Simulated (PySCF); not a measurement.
## Dipole response of Br⁺ (bromine, charge +1)

[Ar] 3d10 4s2 4p3 5s1, high-spin 5S determinant (an excited configuration). Calculation: PySCF 2.14, in aug-cc-pwCVTZ-PP with ECP10MDF; a scalar-relativistic core potential. Coupled (time-dependent) response in atomic units; α is the mean over directions.

```csv
method,mean α (bohr³),C₆ (like pair),S(−4)
UHF,160.0,1767,21740
PBE,126.5,1280,13220
PBE0,137.6,1438,15760
MN15,135.8,1454,14400
```

S(−4) is the Cauchy moment in α(ω) = α(0) + S(−4) ω² + …

α(iu) at PBE0:

| u (hartree) | α(iu) (bohr³) |
| --- | --- |
| 0 | 137.6 |
| 0.0500 | 107.4 |
| 0.100 | 66.51 |
| 0.200 | 29.80 |
| 0.300 | 17.96 |
| 0.500 | 9.820 |
| 0.750 | 6.023 |
| 1.00 | 4.124 |
| 1.50 | 2.301 |
| 2.00 | 1.490 |
| 3.00 | 0.8080 |
| 5.00 | 0.3838 |

A single London oscillator, α(iu) = α/(1 + u²/ω²), gives C₆ = (3/4) ω α². Matching the computed C₆ needs ω = 4 × 1438 / (3 × 137.6²) = 0.101 hartree.

For an ion, C₆ is the dispersion term alone; charge-induced terms of lower order in 1/R come first.

Energies and moments cover only the electrons outside the core potential. The outer electron is Rydberg-like, and this basis confines it to a smaller radius and binds it less than a complete one would.
